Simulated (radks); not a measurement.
All-electron atom: Ga III in [Ar] 3d10 4s1 (the NIST ground configuration). Calculated with a radial shooting solver on a logarithmic mesh with Libxc functionals: scalar-relativistic Kohn-Sham, exchange-only LDA, spin-polarised, spherical densities, finite nucleus; open shells are filled with parallel spins first; Fermi nuclear charge, rms radius 3.9973 fm.

Unscreened Slater integrals over Kohn-Sham orbitals (cm^-1). They are taken over the spin-up orbitals.

integral,value
"F0(4s,4s)",95075
"F0(4s,3d)",119940
"G2(4s,3d)",13374
"F0(4s,3p)",122040
"G1(4s,3p)",7556.6
"F0(4s,3s)",122440
"G0(4s,3s)",5481.2
"F0(3d,3d)",253510
"F2(3d,3d)",116240
"F4(3d,3d)",72115
"F0(3d,3p)",270350
"F2(3d,3p)",126770
"G1(3d,3p)",156130
"G3(3d,3p)",94741
"F0(3d,3s)",275050
"G2(3d,3s)",118220
"F0(3p,3p)",291580
"F2(3p,3p)",145210
"F0(3p,3s)",296820
"G1(3p,3s)",195950
"F0(3s,3s)",302550
